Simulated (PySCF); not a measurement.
# Basis and Hamiltonian dependence of the excitation energy of Fe²⁺

Fe²⁺ [Ar] 3d6 (5D) → Fe²⁺ [Ar] 3d5 4s1 (7S). Calculated with PySCF 2.14 from differences of total energies of unrestricted determinants, without spin-orbit coupling. Values in eV.

| basis | Hamiltonian | functions | UHF | PBE | PBE0 | MP2 (valence) | CCSD(T) (valence) | CCSD(T) (valence and next inner shell) |
| --- | --- | --- | --- | --- | --- | --- | --- | --- |
| aug-cc-pVDZ-DK | spin-free X2C | 59 | 2.386 | 3.947 | 3.811 | 3.379 | 3.355 | n/a |
| aug-cc-pVDZ | non-relativistic | 59 | 2.852 | 4.422 | 4.288 | 3.847 | 3.823 | n/a |
| x2c-TZVPPall | spin-free X2C | 64 | 2.391 | 4.094 | 3.920 | 3.551 | 3.522 | 3.506 |
| def2-TZVPPD | non-relativistic | 67 | 2.871 | 4.589 | 4.415 | 4.033 | 4.005 | 3.992 |
| x2c-TZVPPall with one added diffuse shell each of s, p, d, f type | spin-free X2C | 80 | 2.375 | 4.066 | 3.894 | 3.532 | 3.501 | 3.484 |
| aug-cc-pVTZ-DK | spin-free X2C | 93 | 2.256 | 3.871 | 3.714 | 3.420 | 3.382 | n/a |
| aug-cc-pVTZ | non-relativistic | 93 | 2.720 | 4.346 | 4.189 | 3.889 | 3.850 | n/a |
| def2-QZVPPD | non-relativistic | 100 | 2.738 | 4.379 | 4.220 | 3.933 | 3.894 | n/a |
| x2c-QZVPPall | spin-free X2C | 103 | 2.266 | 3.896 | 3.737 | 3.462 | n/a | n/a |
| aug-cc-pVTZ with one added diffuse shell each of s, p, d, f, g type | non-relativistic | 118 | 2.720 | 4.345 | 4.188 | 3.889 | n/a | n/a |
| aug-cc-pwCVTZ-DK | spin-free X2C | 127 | 2.265 | 3.888 | 3.730 | 3.520 | n/a | n/a |
| aug-cc-pwCVTZ | non-relativistic | 127 | 2.728 | 4.363 | 4.205 | 3.988 | n/a | n/a |
| x2c-QZVPPall with one added diffuse shell each of s, p, d, f, g type | spin-free X2C | 128 | 2.266 | 3.894 | 3.735 | 3.463 | n/a | n/a |
| aug-cc-pVQZ-DK | spin-free X2C | 140 | 2.266 | 3.877 | 3.722 | 3.533 | n/a | n/a |

Frozen in the all-electron rows: valence: [Ar]; valence and next inner shell: [Ne].

Non-relativistic rows lack the scalar-relativistic shift.
